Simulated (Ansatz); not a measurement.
These are PBE0-D3(BJ)/def2-TZVP in Ansatz (a quantum-chemistry and plane-wave program) values and carry that method's errors. No frequencies were computed at this level.

Ansatz 0.2 input:
```yaml
crystal:
  periodic: [false, false, false]
  atoms:
    - { symbol: Cl, position_ang: [2.482002, -0.805135, 0.917651] }
    - { symbol: Si, position_ang: [1.028063, 0.414942, 0.16477] }
    - { symbol: Si, position_ang: [-1.028064, -0.414941, 0.363876] }
    - { symbol: Cl, position_ang: [-2.481999, 0.805136, -0.389013] }
    - { symbol: H, position_ang: [1.325768, 1.679405, 0.857835] }
    - { symbol: H, position_ang: [-1.325766, -1.679403, -0.329193] }
basis:
  gaussian: { orbitals: def2-tzvp }
hamiltonian:
  xc: pbe0
  dispersion: d3bj
relax:
  max_steps: 150
```

Output:

```
Functional definition: PBE0
1160 factors; their error is unknown
mean field evaluation 1: about -40819.6650 eV, gradient 1.4e1 eV
mean field evaluation 2: about -40820.0061 eV, gradient 9.9e0 eV
mean field evaluation 4: about -40820.2025 eV, gradient 1.9e-1 eV
mean field evaluation 8: about -40820.3435 eV, gradient 3.2e-2 eV
mean field evaluation 16: about -40820.3435 eV, gradient 2.0e-5 eV
mean field -40820.34354871 eV, -1500.1199563925 hartree, gradient 1.8e-5 eV, S^2 0.000000; 0 other end points of the search recorded, 0 dependent functions left out
reference -40820.34357903 eV, -1500.1199575067 hartree; 32, 32 occupied and 128, 128 virtual orbitals, 1160 factors
relax step   1: F+E_penalty+E_count = -40820.54025248 eV  Δ(F+E_penalty+E_count) = +0.000e0 eV  max|allowed force component| = 4.133e-1 eV/Å  Δτ_max = 0.0000 Å  (29 SCF iters, accepted)
these checks for a lower state are left out or cut short: starts, cluster_reference, orbital_swaps, neighbouring_geometries, increment
1160 factors; their error is unknown
mean field -40820.38943873 eV, -1500.1216428198 hartree, gradient 1.1e-5 eV, S^2 0.000000; 0 other end points of the search recorded, 0 dependent functions left out
reference -40820.38946953 eV, -1500.1216439516 hartree; 32, 32 occupied and 128, 128 virtual orbitals, 1160 factors
relax step   2: F+E_penalty+E_count = -40820.58436719 eV  Δ(F+E_penalty+E_count) = -4.411e-2 eV  max|allowed force component| = 2.538e-1 eV/Å  Δτ_max = 0.1247 Å  (30 SCF iters, accepted)
these checks for a lower state are left out or cut short: starts, cluster_reference, orbital_swaps, neighbouring_geometries, increment
1160 factors; their error is unknown
mean field evaluation 32: about -40820.4075 eV, gradient 1.4e-5 eV
mean field -40820.40746786 eV, -1500.1223053778 hartree, gradient 1.2e-5 eV, S^2 0.000000; 0 other end points of the search recorded, 0 dependent functions left out
reference -40820.40749855 eV, -1500.1223065057 hartree; 32, 32 occupied and 128, 128 virtual orbitals, 1160 factors
relax step   3: F+E_penalty+E_count = -40820.60319701 eV  Δ(F+E_penalty+E_count) = -1.883e-2 eV  max|allowed force component| = 8.066e-2 eV/Å  Δτ_max = 0.0430 Å  (30 SCF iters, accepted)
these checks for a lower state are left out or cut short: starts, cluster_reference, orbital_swaps, neighbouring_geometries, increment
1160 factors; their error is unknown
mean field -40820.40830151 eV, -1500.1223360139 hartree, gradient 9.0e-6 eV, S^2 0.000000; 0 other end points of the search recorded, 0 dependent functions left out
reference -40820.40833219 eV, -1500.1223371413 hartree; 32, 32 occupied and 128, 128 virtual orbitals, 1160 factors
relax step   4: F+E_penalty+E_count = -40820.60408458 eV  Δ(F+E_penalty+E_count) = -8.876e-4 eV  max|allowed force component| = 3.879e-2 eV/Å  Δτ_max = 0.0042 Å  (31 SCF iters, accepted)
these checks for a lower state are left out or cut short: starts, cluster_reference, orbital_swaps, neighbouring_geometries, increment
1160 factors; their error is unknown
mean field -40820.40865007 eV, -1500.1223488232 hartree, gradient 1.1e-5 eV, S^2 0.000000; 0 other end points of the search recorded, 0 dependent functions left out
reference -40820.40868075 eV, -1500.1223499508 hartree; 32, 32 occupied and 128, 128 virtual orbitals, 1160 factors
relax step   5: F+E_penalty+E_count = -40820.60458861 eV  Δ(F+E_penalty+E_count) = -5.040e-4 eV  max|allowed force component| = 9.239e-3 eV/Å  Δτ_max = 0.0067 Å  (30 SCF iters, accepted)
1160 factors; their error is unknown
mean field evaluation 64: about -40820.4087 eV, gradient 2.5e-4 eV
mean field -40820.40865007 eV, -1500.1223488232 hartree, gradient 1.1e-5 eV, S^2 0.000000; 1 other end points of the search recorded, 0 dependent functions left out
reference -40820.40868075 eV, -1500.1223499508 hartree; 32, 32 occupied and 128, 128 virtual orbitals, 1160 factors
Total energy: -40820.60461929 eV, -1500.1295505594 hartree
Atom 0 at     2.490158    -0.871050     0.899029 Å, force     0.004891    -0.004452    -0.000923 eV/Å
Atom 1 at     1.030350     0.400270     0.211267 Å, force     0.002246     0.003786     0.009239 eV/Å
Atom 2 at    -1.030351    -0.400269     0.317379 Å, force    -0.002246    -0.003786    -0.009239 eV/Å
Atom 3 at    -2.490155     0.871051    -0.370391 Å, force    -0.004891     0.004452     0.000923 eV/Å
Atom 4 at     1.262535     1.732050     0.831124 Å, force    -0.000184     0.002775    -0.003438 eV/Å
Atom 5 at    -1.262533    -1.732048    -0.302482 Å, force     0.000184    -0.002775     0.003438 eV/Å
Dipole moment:    -0.000000     0.000000    -0.000000 e Å
```

Cost: very roughly 40 core-seconds.
